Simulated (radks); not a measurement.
The numbers below are computed, except where a source is named.
Ionisation of neutral iron, [Ar] 3d6 4s2, to Fe+, [Ar] 3d6 4s1, under several functionals. Scalar-relativistic Kohn-Sham, spin-polarised, spherical densities, finite nucleus; open shells are filled with parallel spins first; a radial shooting solver on a logarithmic mesh with Libxc functionals.

| functional | E(Fe) (hartree) | Exc (hartree) | IE (eV) | -e(HOMO) (eV) | <r> HOMO (bohr) | IE error (eV) |
|---|---|---|---|---|---|---|
| MS2 meta-GGA | -1272.70009 | -55.82032 | 7.711 | 4.544 | 1.247 | -0.192 |
| RPBE | -1272.77777 | -55.91126 | 7.744 | 4.788 | 3.135 | -0.159 |
| SOGGA | -1271.20888 | -54.31014 | 7.637 | 4.747 | 3.113 | -0.266 |
| OLYP | -1273.11090 | -56.30572 | 7.657 | 4.605 | 3.165 | -0.245 |
| PW91 | -1272.92144 | -56.05902 | 7.862 | 4.897 | 3.104 | -0.040 |
| r2SCAN | -1272.81178 | -55.93801 | 7.652 | 4.501 | 1.247 | -0.250 |
| TASK exchange with Perdew-Wang LDA correlation | -1272.30435 | -55.42389 | 7.067 | 3.914 | 1.251 | -0.835 |
| LDA (Slater exchange, VWN5 correlation) | -1270.32439 | -53.40836 | 8.153 | 5.045 | 3.075 | +0.250 |
| BP86 | -1273.01527 | -56.14906 | 8.036 | 5.029 | 3.090 | +0.134 |

NIST Atomic Spectra Database: 7.902 eV (measured). Closest: PW91. The Delta-SCF values span 1.09 eV, the total energies 2.79 hartree. The highest occupied level is 3d. Open shells are spherical and high-spin; term and fine-structure splittings are not resolved.
